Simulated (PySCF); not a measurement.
Si(Cl)(F)2(SeH) (ClF2HSeSi), SMILES F[Si](F)(Cl)[SeH].

Coordinates come from a r2SCAN-D4/def2-SVP optimisation. This is a generated structure with no PubChem entry under its InChIKey; it may be hypothetical. The values are those of a single conformer.

Computed with M06-2X/def2-TZVP (PySCF).

Computed frontier levels, gap, dipole moment and polarisability:
* **highest occupied level**: -9.12 eV
* **lowest empty level**: 0.09 eV
* **orbital gap**: 9.20 eV
* **dipole moment**: 1.79 D
* **quadrupole, principal values (traceless, Buckingham form, about the centre of nuclear charge)**: -4.07, 1.01, 3.07 D·Å
* **mean static polarisability**: 57.5 bohr³ (8.52 Å³)
* **polarisability, principal values**: 47.7, 53.4, 71.4 bohr³
